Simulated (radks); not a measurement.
Excited configurations of Bi: one electron is placed in a higher orbital outside [Hg] 6p2. The ground configuration is [Hg] 6p3. All-electron calculation, Dirac Kohn-Sham, PBE, spin-unpolarised, spherical densities, point nucleus; open shells fill j = l - 1/2 first. Program: a radial shooting solver on a logarithmic mesh with Libxc functionals. Excitation = E - E(ground); binding = E(ion) - E, where the ion is the core of charge +1; n* = 1/sqrt(2 binding) in atomic units, and the quantum defect is n - n*.

outer orbital	excitation (eV)	binding (eV)	n*	quantum defect	<r> (bohr)
5f5/2	6.004	0.915	3.855	1.145	17.17
6d3/2	5.131	1.789	2.758	3.242	8.765
6f5/2	6.284	0.636	4.627	1.373	28.98
7s1/2	3.680	3.240	2.049	4.951	6.717
7p1/2	4.699	2.221	2.475	4.525	8.839
7d3/2	5.787	1.133	3.466	3.534	16.66
7f5/2	6.459	0.461	5.434	1.566	43.37

The Delta-SCF ionisation energy is 6.919 eV (NIST Atomic Spectra Database: 7.286 eV, measured). Self-interaction in the functional shifts the binding energies and quantum defects, so they are the method's values and not measured ones. Spin polarisation and multiplet splitting are left out, so open shells lie too high by an amount that depends on their filling.

Beside tabulated values, note that spin-unpolarised runs miss the spin-polarisation part of the exchange energy of open shells.
